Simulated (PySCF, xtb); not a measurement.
AlAsH4O2, SMILES [OH][Al]([OH])[AsH2].

xtb with GFN2-xTB at its own geometry gives an orbital gap of 4.10 eV and a dipole moment of 1.18 D.

Coordinates come from a PBE0-D3(BJ)/def2-SVP optimisation. The structure was generated by enumeration; whether it is a known compound was not checked. Other conformers were not sampled.

Question: What does PBE/def2-TZVP run with PySCF give? (An estimate is asked for; the answer gives what the named calculation found.)

Answer: gap 5.09 eV (levels -6.32 and -1.23 eV), dipole 2.38 D.
